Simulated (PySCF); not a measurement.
Mayer bond orders and bond lengths

Compound: C₅H₇ClO.
Atom-mapped SMILES: `[Cl:1][C@@H:2]1[CH2:3][CH:4]=[CH:5][O:6][CH2:7]1` (hydrogens: H8 on C2; H9, H10 on C3; H11 on C4; H12 on C5; H13, H14 on C7)

Structure used (GFN2-xTB), in Å, numbered top down from 1:
```xyz
14
C5H7ClO angstrom
Cl    -2.6429    0.7806    0.4048
C     -0.9674    0.1846    0.5417
C      0.0247    1.2187    0.0285
C      1.3608    0.5487   -0.1316
C      1.4833   -0.7710   -0.1704
O      0.4588   -1.6632   -0.1200
C     -0.8274   -1.1005   -0.2710
H     -0.7920   -0.0283    1.5997
H      0.1018    2.0531    0.7284
H     -0.3168    1.6245   -0.9289
H      2.2331    1.1759   -0.1952
H      2.4331   -1.2796   -0.2411
H     -1.0143   -0.8819   -1.3312
H     -1.5354   -1.8620    0.0639
```

Bond orders from the PBE0/pcSseg-1 density (PySCF). Geometry: GFN2-xTB, one conformer, isolated molecule.

**Question.** How far do the computed orders between heavy atoms stray from the drawn ones?

**Answer.** The largest departure is 0.181, at C4–C5 (drawn double, 1.819).

**Question.** Give the Mayer order of every bond, beside its length.

**Answer.** 
```csv
bond,drawn as,length (Å),Mayer order
Cl1–C2,single,1.784,1.013
C2–C3,single,1.522,0.965
C3–C4,single,1.503,1.033
C4–C5,double,1.326,1.819
C5–O6,single,1.359,1.031
O6–C7,single,1.412,0.899
C7–C2,single,1.527,0.971
C2–H8,single,1.093,0.924
C3–H9,single,1.092,0.942
C3–H10,single,1.094,0.930
C4–H11,single,1.076,0.963
C5–H12,single,1.080,0.975
C7–H13,single,1.099,0.941
C7–H14,single,1.092,0.952
```

By pair of heavy elements: C–C: lowest C2–C3 (0.965, 1.522 Å), highest C4–C5 (1.819, 1.326 Å). C–O: lowest O6–C7 (0.899, 1.412 Å), highest C5–O6 (1.031, 1.359 Å).

**Question.** Sum the orders of all bonds at each heavy atom with more than one neighbour and set the sums beside the valence in the SMILES.

**Answer.** C2 3.873 (drawn 4), C3 3.870 (drawn 4), C4 3.815 (drawn 4), C5 3.825 (drawn 4), O6 1.930 (drawn 2), C7 3.763 (drawn 4). Orders between atoms that aren't bonded are not in these sums.

The Mayer order sums products of elements of PS (density times overlap matrix) between the two atoms' basis functions, so it depends on the basis set.
